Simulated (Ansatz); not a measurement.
`[F][Ge]([Cl])[Br]` radical, relaxed with UKS PBE-D4/def2-SVP in Ansatz 0.2.0 from a rough embedded geometry. The force threshold is 0.03 eV/Å; the program also tests the step.

Charge 0, multiplicity 2.

Start:

```xyz
4

F    -0.032    0.832    1.614
Ge    0.487    0.243   -0.021
Cl    0.586   -1.903    0.012
Br   -1.041    0.829   -1.605
```

(1) How much energy does the relaxation release, and in how many steps? (Estimate.)

(2) Which bonds change most? (Estimate.)

(3) Give the relaxed structure. (Best estimate.)

Answers

(1) Ansatz gave: 7.81 kJ/mol, in 3 steps.

(2) Ansatz gave: Ge2–Br4 from 2.278 to 2.347 Å; F1–Ge2 from 1.813 to 1.762 Å; Ge2–Cl3 from 2.148 to 2.190 Å.

(3) Computed: 
```xyz
4

F    -0.048    0.787    1.547
Ge    0.513    0.240   -0.031
Cl    0.623   -1.944    0.092
Br   -1.088    0.916   -1.609
```
